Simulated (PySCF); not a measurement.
Species: C7H8N2.
Atom-mapped SMILES: `[H]/[N:1]=[CH:2]/[c:3]1[cH:4][cH:5][c:6]([NH2:7])[cH:8][cH:9]1` (hydrogens: H10 on N1; H11 on C2; H12 on C4; H13 on C5; H14, H15 on N7; H16 on C8; H17 on C9)

Level of theory: PBE0-D3(BJ)/def2-SVP geometry optimisation, gas phase in PySCF 2.14.0.

Q: List the bond lengths, angles and torsions at this level.

A: 
| bond | length (Å) |
| --- | --- |
| N1=C2 | 1.274 |
| C2–C3 | 1.465 |
| C3–C4, C3–C9 | 1.402 |
| C4–C5, C8–C9 | 1.385 |
| C5–C6, C6–C8 | 1.409 |
| C6–N7 | 1.372 |
| N1–H10 | 1.022 |
| C2–H11 | 1.109 |
| C4–H12, C9–H17 | 1.093 |
| C5–H13, C8–H16 | 1.093 |
| N7–H14, N7–H15 | 1.010 |

Bonds in one row agree within 0.01 Å and their mean is given. A selection of angles:
| angle | degrees |
| --- | --- |
| N1–C2–C3 | 122.8 |
| C2–C3–C4 | 121.1 |
| C4–C3–C9 | 118.2 |
| C3–C4–C5 | 121.0 |
| C4–C5–C6 | 120.8 |
| C5–C6–N7 | 120.7 |
| C5–C6–C8 | 118.3 |
| C6–C8–C9 | 120.4 |
| H10–N1–C2 | 110.4 |
| H14–N7–C6 | 117.6 |
| H15–N7–C6 | 117.8 |

Dihedral angles: N1–C2–C3–C4 0° (synperiplanar); H10–N1–C2–C3 180° (antiperiplanar). The mirror-image conformer, all signs reversed, is as good.

The 2 C–N bonds span 1.274 Å (N1=C2, drawn double) to 1.372 Å (C6–N7, drawn single), a spread of 0.098 Å. N1 (imine nitrogen) is bent (angle 110.4°). N7 (aniline-type nitrogen) has angles 117.8°, 117.6° and 114.6°, sum 350.0°, 0.20 Å off the plane of its three neighbours. The 6-membered ring C3–C4–C5–C6–C8–C9 has internal angles of 118.2° to 121.4°; it is planar, 0.00 Å rms from its mean plane, widest ring torsion 0°. The 7 C–C bonds span 1.383 Å (C4–C5, aromatic) to 1.465 Å (C2–C3, drawn single), a spread of 0.082 Å. The 9 heavy atoms lie in one plane (0.009 Å rms). Of the pairs four or more bonds apart, N1···H12 is among the closest relative to their van der Waals radii: 2.55 Å, 93 % of the sum of Bondi's values.

Point group: near Cs, missed by 0.33 Å at most; the miss may be what the optimiser left on a soft mode. Whether it is a minimum is left open (no frequencies). One conformer, not necessarily the lowest.
